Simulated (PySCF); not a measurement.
## Computed spin Hamiltonian

C3H7SSi (doublet state).
Geometry (GFN2-xTB, Å), atoms numbered from 1 in this order:
```
atom  x, y, z in Å
C1    -1.660   -0.723    0.085
C2    -0.821    0.269   -0.354
C3    -0.914    1.593   -0.007
S4     0.489   -0.199   -1.501
Si5    1.992   -0.671   -0.051
H6    -1.539   -1.740   -0.239
H7    -2.477   -0.495    0.747
H8    -1.691    1.931    0.656
H9    -0.232    2.321   -0.403
H10    3.122   -1.074   -0.868
H11    2.250    0.527    0.740
H12    1.481   -1.740    0.800
```

The hyperfine couplings belong to this conformer and change with its torsions.

As a line formula: `[CH2]C(=C)S[SiH3]` [radical].

Theory: PySCF, UKS B3LYP, pcH-1 on C H S Si, non-relativistic, mean-field spin-orbit, GIAO. The structure is a single GFN2-xTB conformer in the gas phase; no vibrational or solvent corrections. The geometry wasn't refined by DFT: couplings that depend on bond lengths, twists or pyramidal angles can differ widely from those at the functional's own minimum. No stability test was run, so a lower SCF solution isn't excluded. ⟨S²⟩ is 0.779 where a pure state has 0.75.

```json
{
 "g1, g2, g3": "2.00228, 2.00270, 2.00271",
 "g_iso": "2.00256",
 "Form of g": "close to axial: the two nearest values differ by 2 % of g3 − g1",
 "⟨S²⟩": "0.7788 (exact 0.7500)",
 "HOMO–LUMO gap, α and β orbitals": "5.72, 4.12 eV",
 "Total energy": "-806.19273 Eh",
 "Basis functions": "215"
}
```

Isotropic coupling and dipolar principal values T1 to T3, in MHz; ρ(0) is the spin density at the nucleus:

```json
{"atom": "C1", "isotope": "13C", "a_iso": "55.9", "of which spin–orbit": "-0.1", "T1": "-52.9", "T2": "-51.2", "T3": "104.1", "Mulliken spin population": "0.69", "ρ(0) (bohr⁻³)": "0.0498"}
{"atom": "C2", "isotope": "13C", "a_iso": "-54.3", "of which spin–orbit": "0.0", "T1": "-30.1", "T2": "11.9", "T3": "18.2", "Mulliken spin population": "-0.26", "ρ(0) (bohr⁻³)": "-0.0482"}
{"atom": "C3", "isotope": "13C", "a_iso": "55.8", "of which spin–orbit": "-0.1", "T1": "-52.8", "T2": "-51.2", "T3": "104.0", "Mulliken spin population": "0.69", "ρ(0) (bohr⁻³)": "0.0497"}
{"atom": "S4", "isotope": "33S", "a_iso": "-2.8", "of which spin–orbit": "0.0", "T1": "-1.4", "T2": "-0.4", "T3": "1.8", "Mulliken spin population": "0.00", "ρ(0) (bohr⁻³)": "-0.0081"}
{"atom": "Si5", "isotope": "29Si", "a_iso": "13.2", "of which spin–orbit": "0.0", "T1": "-1.2", "T2": "-1.2", "T3": "2.4", "Mulliken spin population": "-0.01", "ρ(0) (bohr⁻³)": "-0.0149"}
{"atom": "H6", "isotope": "1H", "a_iso": "-43.4", "of which spin–orbit": "0.0", "T1": "-25.7", "T2": "-0.5", "T3": "26.2", "Mulliken spin population": "-0.03", "ρ(0) (bohr⁻³)": "-0.0097"}
{"atom": "H7", "isotope": "1H", "a_iso": "-40.3", "of which spin–orbit": "0.0", "T1": "-22.1", "T2": "-1.8", "T3": "23.9", "Mulliken spin population": "-0.03", "ρ(0) (bohr⁻³)": "-0.0090"}
{"atom": "H8", "isotope": "1H", "a_iso": "-40.3", "of which spin–orbit": "0.0", "T1": "-22.1", "T2": "-1.8", "T3": "23.9", "Mulliken spin population": "-0.03", "ρ(0) (bohr⁻³)": "-0.0090"}
{"atom": "H9", "isotope": "1H", "a_iso": "-43.3", "of which spin–orbit": "0.0", "T1": "-25.7", "T2": "-0.5", "T3": "26.2", "Mulliken spin population": "-0.03", "ρ(0) (bohr⁻³)": "-0.0097"}
{"atom": "H10", "isotope": "1H", "a_iso": "-3.5", "of which spin–orbit": "0.0", "T1": "-0.6", "T2": "-0.3", "T3": "1.0", "Mulliken spin population": "0.00", "ρ(0) (bohr⁻³)": "-0.0008"}
{"atom": "H11", "isotope": "1H", "a_iso": "3.2", "of which spin–orbit": "0.0", "T1": "-1.7", "T2": "-1.0", "T3": "2.6", "Mulliken spin population": "0.00", "ρ(0) (bohr⁻³)": "0.0007"}
{"atom": "H12", "isotope": "1H", "a_iso": "3.5", "of which spin–orbit": "0.0", "T1": "-1.7", "T2": "-1.0", "T3": "2.7", "Mulliken spin population": "0.00", "ρ(0) (bohr⁻³)": "0.0008"}
```

Largest spin populations (Mulliken): C1 (+0.69), C3 (+0.69) and C2 (-0.26). The positive populations add up to 1.39 and the negative ones to -0.39, together 2S = 1. The angles at C1 add up to 360.0°, so it is planar; its axial dipolar tensor and the negative couplings of its protons fit spin in a p orbital normal to that plane.

Under fast tumbling the dipolar parts average out, and these isotropic splittings remain: 1 × 1H (H6, I = 1/2, 2 lines) with 1.55 mT, 1 × 1H (H9, I = 1/2, 2 lines) with 1.55 mT, 1 × 1H (H7, I = 1/2, 2 lines) with 1.44 mT, 1 × 1H (H8, I = 1/2, 2 lines) with 1.44 mT and 3 × 1H (H10/H11/H12, I = 1/2, 4 lines) with 0.04 mT.

Class means assume fast exchange of nuclei equivalent by connectivity; if that motion is slow, each nucleus keeps its own coupling. H6 and H7 aren't averaged: C1 is flat or nearly so (angle sum 360°), and its turn about the short C1–C2 bond (1.37 Å) is taken as slow. The three 1H nuclei of mean +1.0 MHz run from -3.5 to 3.5 MHz in the frozen geometry.

The 29Si coupling of Si5 (13.2 MHz) shows only in satellite lines or after enrichment, since that isotope makes up about 4.7 % of natural silicon.

The 13C coupling of C1 (55.9 MHz) shows only in satellite lines or after enrichment, since that isotope makes up about 1.07 % of natural carbon.

The spin density at the nucleus, in bohr⁻³, is negative for C2 (-0.0482), Si5 (-0.0149) and H6 (-0.0097), for instance. A restricted open-shell determinant has no negative spin density anywhere; here it arises because α and β orbitals differ (spin polarisation).
